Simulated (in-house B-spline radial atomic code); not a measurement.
A calculation on Zr7+: its settings, and results tabulated from the run. Computed with an all-electron radial atomic-structure program (B-spline basis): non-relativistic LDA exchange-only, spin-polarised, spherical fractional occupations, point nucleus.

Command:
```bash
python run_scf.py task.json out
```
Settings:
```
Z                40
configuration    [Ar] 3d10 4s2 4p3
hamiltonian      nr
method           lda,
spin_polarised   True
```

Output (hartree, bohr):
```
 radial grid: 47 intervals, B-splines of order 8, outer radius 13.5065 bohr

 iter        energy (Eh)    residual
    1       -3510.811340    6.86e-01
    2       -3516.421232    5.58e-01
    3       -3519.802553    1.08e-01
    4       -3519.940707    1.74e-02
    5       -3519.943974    1.21e-02
    6       -3519.945743    6.52e-04
    7       -3519.945746    2.36e-05
    8       -3519.945746    6.92e-07
    9       -3519.945746    5.85e-08

 total energy                     -3519.94575
 kinetic                            3519.9457
 electron-nucleus                  -8265.2759
 Hartree                            1327.0723
 exchange-correlation               -101.6879

 orbital      occ     eigenvalue          <r>       <r^2>       <1/r>       <r^4>       r_max
 1s up      1.000      -643.1848    0.0381861   0.0019516     39.4446 9.65446e-06     0.02525
 1s down    1.000      -643.1636    0.0381856  0.00195154     39.4452 9.65403e-06     0.02525
 2s up      1.000       -91.0911     0.167537   0.0330049     8.85268  0.00186277      0.1415
 2s down    1.000       -91.0766     0.167531   0.0330018     8.85271  0.00186231      0.1415
 2p up      3.000       -83.8746     0.143749   0.0251972     8.84963  0.00125723      0.1114
 2p down    3.000       -83.8546     0.143752   0.0251976     8.84925  0.00125716      0.1114
 3s up      1.000       -18.0120     0.470195    0.253256     3.03498   0.0995518      0.4189
 3s down    1.000       -17.9825     0.469657    0.252542     3.03727   0.0987328       0.419
 3p up      3.000       -15.2981     0.466584    0.253457     2.94221    0.105196      0.4065
 3p down    3.000       -15.2657     0.465841    0.252467     2.94534    0.104008      0.4066
 3d up      5.000       -10.3319     0.449254    0.243473     2.75283    0.115831      0.3456
 3d down    5.000       -10.2973     0.447652    0.241321     2.75883    0.112992      0.3455
 4s up      1.000        -5.3751      1.15166     1.48961     1.17851     3.19572       1.064
 4s down    1.000        -5.1759      1.15104     1.49098     1.18246     3.22761       1.058
 4p up      3.000        -4.5611      1.22512      1.6944     1.09532      4.2063       1.122
```

Time taken, with all properties: 0.12 s on 1 thread of Arm Neoverse V1, on a shared host.
